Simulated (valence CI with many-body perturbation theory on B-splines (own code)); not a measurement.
**Forbidden lines of Ce¹⁹⁺**

Level of theory: configuration interaction combined with many-body perturbation theory (CI+MBPT): three valence electrons over a frozen Dirac-Fock core [Kr], radial functions for each j: 9 s, 9 p, 10 d, 8 f, 5 g, 3 h, 1 i, with the one-electron correlation potential Σ1 (screened to all orders), the two-electron term Σ2, the three-electron term Σ3, Breit, model QED; selected single and double excitations, second order for the rest (own B-spline code, finite nucleus).

No measured spectrum was set against this ion. As an estimate, terms of the open shell hold to 2 to 4 % of their energy, and close levels can change places. Only levels of the ground parity were solved; by the run's estimate the other parity begins above the list, which can be wrong where configurations are misplaced.

Lines 51 to 70 of 70 in falling wavelength, among levels below 167290 cm⁻¹, chosen from the decays that carry over 1 % of a level's rate. Wavelengths and rates use the calculated energies, so an error of 2000 cm⁻¹ moves a line at 138.6 nm by 2.8 % and its rate by three times that or more. Electric multipoles are in the length gauge, E1 and E2 with the static RPA response of the core. S is in atomic units (e²a₀⁴ for E2 and M2, e²a₀⁶ for E3), for M1 in squared Bohr magnetons. Weak lines are less certain than strong ones. Lines between different terms over intervals too small for the method are left out, as are lines whose strength nearly cancels. The highest levels of a list are the least certain.

Names give the largest LS component (configuration and term), which can be under half, so a name can repeat, a term be missing and a line seem to break the LS rules; names also repeat where a configuration has a term twice. Letters in brackets count levels of one name in rising energy.

| λ vac (nm) | Upper | Lower | Type | A (s⁻¹) | S (a.u.) |
| --- | --- | --- | --- | --- | --- |
| 138.6 | 4d3 2F_7/2 | 4d3 4F_7/2 | M1 | 9.07e+01 | 7.16e-02 |
| 135.4 | 4d3 2D_5/2 [a] | 4d3 4F_5/2 | M1 | 1.16e+02 | 6.38e-02 |
| 131.6 | 4d3 2D_3/2 [b] | 4d3 2D_3/2 [a] | M1 | 2.74e+02 | 9.26e-02 |
| 129.2 | 4d3 2P_3/2 | 4d3 4P_3/2 | M1 | 9.94e+01 | 3.18e-02 |
| 127.2 | 4d3 2D_3/2 [a] | 4d3 4F_3/2 | M1 | 1.79e+02 | 5.45e-02 |
| 121.6 | 4d3 2D_5/2 [b] | 4d3 2D_3/2 [a] | M1 | 9.51e+02 | 3.80e-01 |
| 120.2 | 4d3 2P_1/2 | 4d3 4F_3/2 | M1 | 2.76e+01 | 3.55e-03 |
| 116.2 | 4d3 2F_7/2 | 4d3 4F_5/2 | M1 | 6.86e+01 | 3.19e-02 |
| 115.9 | 4d3 2D_3/2 [b] | 4d3 4P_5/2 | M1 | 5.71e+01 | 1.32e-02 |
| 111.4 | 4d3 2D_3/2 [b] | 4d3 2G_7/2 | E2 | 2.50e+01 | 1.53e-01 |
| 108.0 | 4d3 2D_5/2 [b] | 4d3 4P_5/2 | M1 | 6.78e+02 | 1.90e-01 |
| 105.3 | 4d3 2D_5/2 [a] | 4d3 4F_3/2 | M1 | 2.22e+01 | 5.77e-03 |
| 105.0 | 4d3 2P_3/2 | 4d3 4F_5/2 | M1 | 3.33e+02 | 5.71e-02 |
| 104.1 | 4d3 2D_5/2 [b] | 4d3 2G_7/2 | M1 | 3.50e+02 | 8.80e-02 |
| 96.96 | 4d3 2F_5/2 | 4d3 4F_3/2 | M1 | 1.27e+02 | 2.57e-02 |
| 91.69 | 4d3 2D_3/2 [b] | 4d3 4P_1/2 | M1 | 7.65e+01 | 8.75e-03 |
| 86.44 | 4d3 2D_3/2 [b] | 4d3 4P_3/2 | M1 | 2.15e+02 | 2.06e-02 |
| 85.96 | 4d3 2P_3/2 | 4d3 4F_3/2 | M1 | 4.43e+01 | 4.18e-03 |
| 79.42 | 4d3 2D_5/2 [b] | 4d3 4F_7/2 | M1 | 1.52e+02 | 1.69e-02 |
| 74.89 | 4d3 2D_3/2 [b] | 4d3 4F_5/2 | M1 | 2.09e+02 | 1.30e-02 |
